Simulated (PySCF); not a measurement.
Working out the ionisation energy of Pd

Pd [Kr] 4d10 (1S) → Pd⁺ [Kr] 4d9 (2D). All numbers are calculated (PySCF 2.14, a scalar-relativistic core potential, in aug-cc-pVDZ-PP with ECP28MDF (5s5p4d2f, 54 functions)). Frozen: 4s2 4p6. Energies in hartree (1 hartree = 27.21139 eV):

```
             part   Pd (lower)  Pd⁺ (upper)
              UHF  -126.607907  -126.376467
MP2 opposite-spin    -0.201763    -0.147719
    MP2 same-spin    -0.111838    -0.083135
```

**Question.** What does Hartree-Fock give?

**Answer.** (-126.376467) − (-126.607907) = 0.231440 hartree = 6.298 eV.

**Question.** What do MP2 and SCS-MP2 (6/5 opposite-spin, 1/3 same-spin) give?

**Answer.** The opposite-spin parts differ by 1.471 eV and the same-spin parts by 0.781 eV. MP2: 6.298 + (1.471) + (0.781) = 8.550 eV. SCS-MP2: 6.298 + 1.2 × (1.471) + (0.781)/3 = 8.324 eV.

Measured between the centres of the two terms (NIST): 8.512 eV, so MP2 (valence) is off by 0.038 eV.

A double-zeta basis recovers only part of the correlation energy.

What remains against the reference includes basis incompleteness, the frozen core and correlation beyond second order.
